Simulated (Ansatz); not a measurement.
H7NO2Si2 can be A, `O[SiH](O)N[SiH3]`, or B, `N[SiH2][SiH](O)O`.

Gas-phase electronic energies from Ansatz, PBE0-D4/def2-TZVP geometries. CCSD(T)/CBS adds triple-zeta CCSD(T) − MP2 to the extrapolated MP2 energy (def2 sets, frozen cores). DFT in def2-TZVPP. B3LYP here is the variant with VWN-RPA as its local correlation; programs differ in this. One conformer a species, not always the lowest.

(1) Which is lower in electronic energy at CCSD(T)/CBS, and by how much? (Estimate.)

(2) Give E(B) − E(A) in kJ/mol with ωB97M-V, MP2/def2-TZVPP, B3LYP-D4, CCSD(T)/def2-TZVPP, PBE-D4, CCSD/def2-TZVPP, PBE0-D4. (Best estimate.)

Largest T1 diagnostic: 0.012.

Answers

(1) Computed: A, by 101.4 kJ/mol.

(2) Computed: ωB97M-V 103.2, MP2/def2-TZVPP 108.6, B3LYP-D4 95.7, CCSD(T)/def2-TZVPP 102.5, PBE-D4 76.9, CCSD/def2-TZVPP 104.6, PBE0-D4 86.3. None reverses the order clearly.

In def2-TZVPP, CCSD(T) changes the Hartree–Fock value by −14.7 kJ/mol (the triples alone add −2.1 kJ/mol) and MP2 by −8.6 kJ/mol. From PBE to PBE0 (25 % exact exchange), in def2-TZVPP and without D4, E(B) − E(A) moves by +9.7 kJ/mol.
